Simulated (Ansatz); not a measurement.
Mulliken charges of `C[CH2][Cd][Cl]` from B3LYP/def2-TZVPP in Ansatz (PBE0-D4/def2-TZVP geometry).

| atom | x (Å) | y (Å) | z (Å) | charge (e) |
| --- | --- | --- | --- | --- |
| C1 | -0.678 | 0.961 | 0.315 | -0.251 |
| C2 | 0.336 | -0.142 | 0.583 | -0.358 |
| Cd3 | 0.761 | -1.378 | -1.076 | 0.592 |
| Cl4 | 1.225 | -2.723 | -2.880 | -0.445 |
| H5 | -1.647 | 0.564 | 0.004 | 0.081 |
| H6 | -0.850 | 1.560 | 1.216 | 0.086 |
| H7 | -0.343 | 1.647 | -0.467 | 0.081 |
| H8 | 1.292 | 0.273 | 0.909 | 0.106 |
| H9 | -0.007 | -0.807 | 1.379 | 0.106 |

Q: By hand: the dipole of these point charges (1 e Å = 4.8032 D).

A: Σ q r = (-0.143, 0.462, 0.666) e Å, of length 0.823 e Å = 3.95 D.

Q: How does the dipole of the full density compare? (Estimate.)

A: The calculation gave: (-0.153, 0.431, 0.567) e Å, 3.50 D; the point charges give 1.13 times that, at 3° from its direction.

Point charges leave out the atoms' own dipoles, such as those of lone pairs, and Mulliken's split depends on the basis, so the close match here is no proof of good charges.

B3LYP here is the variant with VWN-RPA as its local correlation; programs differ in this.
